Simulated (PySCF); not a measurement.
Rigid-rotor lines calculated for a species of formula C4H9GaGe (commonest isotopes; PySCF 2.14.0, PBE0-D3(BJ)/def2-SVP geometry optimisation, gas phase), labelled J(Ka,Kc):

```tsv
transition	MHz
2(0,2) ← 1(0,1)	1769.6
2(1,1) ← 1(1,0)	1824.7
1(0,1) ← 0(0,0)	885.2
2(1,2) ← 1(1,1)	1716.1
1(1,1) ← 0(0,0)	3708.5
```

(1) Find the rotational constants.

(2) What moments of inertia, asymmetry and inertial defect follow?

(3) Which dipole components do these lines need?

(4) Predict further lines from these constants: 3(2,2) ← 2(1,1); 2(2,1) ← 1(1,0); 2(2,0) ← 2(1,1); 3(3,0) ← 2(2,1); 3(2,1) ← 2(2,0); 3(3,1) ← 2(2,0); 2(1,2) ← 1(0,1); 2(2,1) ← 2(1,2).

(5) Which structure gave them?

Answers

(1) 1(0,1) ← 0(0,0) is B + C, 2(1,1) ← 1(1,0) is 3B + C and 2(1,2) ← 1(1,1) is B + 3C, so B − C is half the difference of the last two, 54.3 MHz. 1(1,1) ← 0(0,0) is A + C. A = 3293.0, B = 469.7, C = 415.5 MHz.

(2) I = 505379 MHz·u·Å² over each constant: Ia = 153.47, Ib = 1075.88, Ic = 1216.44 u·Å²; κ = (2B − A − C)/(A − C) = -0.962 (near-prolate asymmetric top); Δ = Ic − Ia − Ib = -12.91 u·Å².

(3) μa and μb (a-type: ΔKa even, ΔKc odd; b-type: both odd). The calculation gives |μa| = 0.26 D, |μb| = 0.20 D, |μc| = 0.04 D.

(4) 
```csv
transition,MHz,type,branch
"3(2,1) ← 2(2,0)",2659,a,R
"2(1,2) ← 1(0,1)",4539,b,R
"2(2,0) ← 2(1,1)",8471,b,Q
"2(2,1) ← 2(1,2)",8633,b,Q
"2(2,1) ← 1(1,0)",10294,b,R
"3(2,2) ← 2(1,1)",11125,b,R
"3(3,1) ← 2(2,0)",16907,b,R
"3(3,0) ← 2(2,1)",16908,b,R
```

(5) `C#[C][GaH][CH2][CH2][GeH3]`. Three constants can't fix a structure by themselves; this is the one that was computed:
```xyz
15
C4H9GaGe angstrom
C      3.642    0.272   -0.764
C      2.785   -0.495   -0.354
Ga     1.399   -1.665    0.289
C     -0.424   -0.917    0.370
C     -0.572    0.475   -0.242
Ge    -2.382    1.215   -0.058
H      4.401    0.944   -1.125
H      1.799   -3.119    0.715
H     -1.107   -1.644   -0.105
H     -0.718   -0.920    1.437
H      0.132    1.188    0.216
H     -0.321    0.465   -1.316
H     -3.403    0.259   -0.710
H     -2.501    2.601   -0.724
H     -2.735    1.350    1.438
```

The values belong to one conformer with, in the numbering `[CH:1]#[C:2][GaH:3][CH2:4][CH2:5][GeH3:6]`, C2–Ga3–C4–C5 7°, Ga3–C4–C5–Ge6 -177°. PBE0-D3(BJ)/def2-SVP frequencies: not computed here. Constants of a rigid frame at the computed geometry: no zero-point averaging, no centrifugal distortion. A rigid rotor knows nothing of internal rotation, which can split or shift real lines. Quadrupole hyperfine structure (69Ga) is left out.

The run took 62 s of wall time on one thread, Arm Neoverse V1 (aarch64), shared host with 32 logical CPUs at a one-minute load of 28, and the process peaked at 0.77 GiB of memory. These figures are those of the optimisation.
